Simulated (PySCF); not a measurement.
F3OSi, SMILES F[Si](F)([O])F, multiplicity 2. Atoms are numbered in the order given.

```xyz
5

O     -1.0617     1.3186     0.0000
Si    -0.0060     0.0248     0.0000
F     -0.9249    -1.2777     0.0000
F      0.9390     0.0335    -1.2839
F      0.9390     0.0335     1.2839
```
Charge 0, spin multiplicity 2.

Geometry optimised at B3LYP-D3(BJ)/def2-SVP. The isomer is the one that the SMILES or the coordinates give; other isomers of the formula were not compared.

Two levels are set side by side: PBE/pcH-1 (PySCF) and PBE0/pcH-1 (PySCF). Contact hyperfine couplings, same geometry. Differences are taken from unrounded values.

| quantity | PBE0 |
|---|---|
| A(iso) of 17O, atom O1 (MHz) | -32.2 |
| A(iso) of 29Si, atom Si2 (MHz) | 47.5 |
| A(iso) of 19F, atom F3 (MHz) | 21.8 |
| A(iso) of 19F, atom F4 (MHz) | -5.3 |
| A(iso) of 19F, atom F5 (MHz) | -5.3 |

### Question
What does PBE give, and how far is it from PBE0? (The exact figures need the calculation; the answer reports its results.)

### Answer

```
quantity                          PBE  PBE minus PBE0
------------------------------  -----  --------------
A(iso) of 17O, atom O1 (MHz)    -21.0            11.2
A(iso) of 29Si, atom Si2 (MHz)   44.8            -2.7
A(iso) of 19F, atom F3 (MHz)     12.4            -9.4
A(iso) of 19F, atom F4 (MHz)     -7.8            -2.6
A(iso) of 19F, atom F5 (MHz)     -7.8            -2.6
```

Rough cost on one machine, each run with all the roots and properties that it gave: PBE0 against PBE within a factor of 2.
